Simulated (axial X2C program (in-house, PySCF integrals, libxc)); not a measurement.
# Nuclear properties of TeSe⁻

Calculated with an axial X2C code built on PySCF integrals: two-component X2C with atomic mean-field Coulomb and Gaunt terms, Gaussian nuclei, basis Te dyall-acv3z, Se dyall-acv3z with contracted cores.

R = 2.472 Å (near the PBE0 minimum at charge -1 of the determinant lowest at the starting distance; the state shown can have its own minimum elsewhere).

Input and command:
```json
{"zs": [52, 34], "q": -1, "bas": ["dyall-acv3z", "dyall-acv3z"], "r0": 2.35, "levels": ["PBE0", "HF", "PBE50", "TPSSh", "BP86"], "nst": 3}
```
```bash
python soeom.py task.json out
```

Keys: zs atomic numbers; q charge; bas basis sets; r0 starting distance in Å; levels methods; nst determinants followed.

Determinant lowest in the PBE0 search, Ω = 3/2 (⟨Sz⟩ = 0.50, ⟨Lz⟩ = 1.00 at PBE0), spin on the atoms Te 0.28, Se 0.22:

```tsv
level	Eeff magnitude (GV/cm)	Ws magnitude Te (kHz)	A∥/gI Te (MHz)	qzz Te (a.u.)	A∥/gI Se (MHz)	qzz Se (a.u.)
PBE0	0.498	0.281	304	6.70	208	4.61
HF	1.65	0.769	373	5.91	204	5.15
PBE50	0.723	0.388	324	6.74	216	4.75
TPSSh	0.401	0.238	298	6.75	204	4.59
BP86	0.3	0.184	304	6.65	206	4.51
```

Determinant 0.35 eV from it at PBE0 and this distance, Ω = 1/2 (⟨Sz⟩ = -0.49, ⟨Lz⟩ = 0.99 at PBE0), spin on the atoms Te -0.25, Se -0.24:

```json
{"level": "PBE0", "Eeff magnitude (GV/cm)": "0.914", "Ws magnitude Te (kHz)": "0.655", "Ws magnitude Se (kHz)": "0.169", "A∥/gI Te (MHz)": "1970", "qzz Te (a.u.)": "6.67", "A∥/gI Se (MHz)": "1180", "qzz Se (a.u.)": "4.23"}
{"level": "HF", "Eeff magnitude (GV/cm)": "1.41", "Ws magnitude Te (kHz)": "3.04", "Ws magnitude Se (kHz)": "0.782", "A∥/gI Te (MHz)": "1180", "qzz Te (a.u.)": "7.61", "A∥/gI Se (MHz)": "992", "qzz Se (a.u.)": "3.72"}
{"level": "PBE50", "Eeff magnitude (GV/cm)": "0.623", "Ws magnitude Te (kHz)": "0.138", "Ws magnitude Se (kHz)": "0.277", "A∥/gI Te (MHz)": "1880", "qzz Te (a.u.)": "6.90", "A∥/gI Se (MHz)": "1150", "qzz Se (a.u.)": "4.25"}
{"level": "TPSSh", "Eeff magnitude (GV/cm)": "0.923", "Ws magnitude Te (kHz)": "0.737", "Ws magnitude Se (kHz)": "0.12", "A∥/gI Te (MHz)": "1950", "qzz Te (a.u.)": "6.66", "A∥/gI Se (MHz)": "1170", "qzz Se (a.u.)": "4.26"}
{"level": "BP86", "Eeff magnitude (GV/cm)": "1.11", "Ws magnitude Te (kHz)": "1.02", "Ws magnitude Se (kHz)": "0.0893", "A∥/gI Te (MHz)": "1980", "qzz Te (a.u.)": "6.52", "A∥/gI Se (MHz)": "1180", "qzz Se (a.u.)": "4.20"}
```

Eeff is the effective electric field on the electron electric dipole moment in this Ω state and Ws the scalar–pseudoscalar constant of the nucleus named (defined with the proton number Z and per Ω); A∥ (defined per Ω) follows by multiplying with gI = μI/(I μN); qzz is the electric field gradient, eQq0 = 234.96 MHz × Q/barn × qzz. The operators were transformed with the bare-nucleus X2C matrices; with these basis sets, hyperfine constants and field gradients can be off by tens of per cent, and where levels differ in sign neither size nor sign is settled.

(1) With gI(125Te) = -1.7770, gI(77Se) = 1.0701 (g factors from the IAEA table of nuclear moments by Stone), turn the PBE0 values of the first state into constants in MHz.

Each state is one determinant with collinear spin. Unrestricted Hartree–Fock can overshoot spin polarisation at the nuclei. In the state Ω = 1/2 the sign of Eeff differs between levels (HF against PBE0). For an anion, determinants above electron detachment, or with a positive highest level, are held by the basis set. Where Eeff spreads by more than a factor of two the levels disagree and none is to be relied on. The search compared states at one distance, so a state with another bond length can lie lower. The sign of Ws at Te differs between levels in the second state. Further determinants of the search, some of them spin-mixed, are not shown. PBE0 term energies can be off by some tenths of an eV.

## Answers

(1) A∥(125Te) = 304 × -1.7770 = -540 MHz; A∥(77Se) = 208 × 1.0701 = 223 MHz.
